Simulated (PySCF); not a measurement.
Two species compared at the same levels of theory.

First species: CH11AsSi3.
SMILES: `C[SiH2][As]([SiH3])[SiH3]`

Second species: GaH2Et, C₂H₇Ga.
Geometry (PBE0-D3(BJ)/def2-SVP, Å), atoms numbered from 1 in this order:
```xyz
10
C2H7Ga angstrom
Ga     0.7434    1.3854    0.5774
H      2.3213    1.3938    0.5744
H     -0.0198    2.7648    0.5139
C     -0.2503   -0.3272    0.5784
C     -0.4264   -0.8821   -0.8387
H     -1.2353   -0.1755    1.0496
H      0.2940   -1.0564    1.2013
H     -0.9704   -1.8413   -0.8365
H     -0.9973   -0.1952   -1.4850
H      0.5408   -1.0663   -1.3348
```

Levels: CAM-B3LYP/def2-SVPD for dipole moment, HOMO energy, LUMO energy, HOMO–LUMO gap, static isotropic polarisability and electronic spatial extent ⟨r²⟩ about the centre of nuclear charge; TDDFT CAM-B3LYP/def2-SVPD for lowest singlet excitation; TDA CAM-B3LYP/def2-SVPD for lowest triplet excitation (Tamm–Dancoff); PBE0-D3(BJ)/def2-SVP for rotational constant A and rotational constant C. Geometries: PBE0-D3(BJ)/def2-SVP. All species are isolated and taken at one optimised geometry, non-relativistic unless stated; the electronic structure was computed with PySCF and density fitting.

The conformers computed, where there is a choice (atom-mapped SMILES and torsion angles):
- `[CH3:1][SiH2:2][As:3]([SiH3:4])[SiH3:5]`: C1–Si2–As3–Si4 74°

Values for the first species:

- Dipole moment: 0.96 D
- HOMO energy: -8.35 eV
- LUMO energy: 0.68 eV
- HOMO–LUMO gap: 9.03 eV
- Lowest singlet excitation: 6.07 eV
- Lowest triplet excitation (Tamm–Dancoff): 5.37 eV
- Static isotropic polarisability: 133.9 au
- Electronic spatial extent ⟨r²⟩ about the centre of nuclear charge: 1477 bohr²
- Rotational constant A: 1.818 GHz
- Rotational constant C: 0.904 GHz

**Question.** Estimate the same properties for the second species, and the change in each.

**Answer.** 
```
                                                         property       first      second  second less first
                                                    dipole moment      0.96 D      0.80 D            -0.16 D
                                                      HOMO energy    -8.35 eV    -8.86 eV           -0.51 eV
                                                      LUMO energy     0.68 eV    -0.58 eV           -1.26 eV
                                                    HOMO–LUMO gap     9.03 eV     8.28 eV           -0.75 eV
                                        lowest singlet excitation     6.07 eV     4.69 eV           -1.38 eV
                         lowest triplet excitation (Tamm–Dancoff)     5.37 eV     4.35 eV           -1.02 eV
                                  static isotropic polarisability    133.9 au     56.6 au           -77.3 au
electronic spatial extent ⟨r²⟩ about the centre of nuclear charge  1477 bohr²   413 bohr²        -1064 bohr²
                                            rotational constant A   1.818 GHz  24.038 GHz        +22.220 GHz
                                            rotational constant C   0.904 GHz   3.413 GHz         +2.509 GHz
```

On the first: The principal polarisabilities are 113.2, 138.2 and 150.2 au; their mean is the isotropic value. The calculation is non-relativistic and has no spin–orbit coupling, an omission that weighs most on arsenic.

On the second: S1 lies 3.59 eV below the HOMO–LUMO gap; its leading configuration is HOMO→LUMO, weight 0.98. The dipole matches unit charges of opposite sign 0.17 Å apart (1 e·Å = 4.8032 D). Relativistic effects, spin–orbit coupling among them, are left out although an element past zinc is present.
